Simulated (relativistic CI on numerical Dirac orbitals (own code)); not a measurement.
One change at a time: Cu²⁰⁺

Base calculation: Dirac-Coulomb-Breit CI, separate exchange-only KLI orbitals for each configuration, model QED (radiative potential, 1s self-energy scaled to tabulated hydrogen-like ionisation energies), unscaled Slater integrals.

Configuration list (outside the closed core 1s2): 2s2 2p5, 2s 2p6, 2p6 3s, 2p6 3p, 2s2 2p4 3s, 2p6 3d, 2s2 2p4 3p, 2s2 2p4 3d, 2s 2p5 3s, 2s 2p5 3p, 2s 2p5 3d, 2s2 2p4 4s, 2s2 2p4 4p, 2s2 2p4 4d, 2s2 2p4 4f, 2s 2p5 4s. Levels of other configurations are missing.

Variants: (1) configuration mixing switched off. Shifts of the energy above 2s2 2p5 2P°_3/2, in eV, for the lowest level and the first level of each name with at least 55 % of one term (blank where a level changes its place among those of its configuration and J or its character, or is not in the variant):

```csv
Level,Base,Δ(1)
2s2 2p5 2P°_3/2,0.00,0.00
2s2 2p5 2P°_1/2,20.92,0.00
2s 2p6 2S_1/2,159.67,+0.73
2s2 2p4 3s 4P_5/2,1016.38,+0.33
2s2 2p4 3s 2P_3/2,1020.42,+0.31
2s2 2p4 3s 4P_1/2,1029.91,+1.54
2s2 2p4 3s 4P_3/2,1035.98,+0.38
2s2 2p4 3s 2P_1/2,1039.31,+0.51
2s2 2p4 3s 2D_5/2,1047.42,+0.37
2s2 2p4 3s 2D_3/2,1048.22,+0.35
2s2 2p4 3p 2D°_5/2,1058.50,+0.23
2s2 2p4 3p 4D°_7/2,1058.78,-0.07
2s2 2p4 3p 4D°_1/2,1066.97,+1.13
2s2 2p4 3p 4P°_1/2,1070.63,+0.67
```

At this charge energies of transitions that change n are usually good to better than 1 %, and those within a shell (Δn = 0) to a few per cent.

Ionisation energy from the two ground configurations alone: base 1797.11 eV. The NIST ASD value (semi-empirical) is 1800 eV.

LS names give the leading component of a level, which can be under half, so a name can repeat, a term be missing and a line seem to break the LS rules.
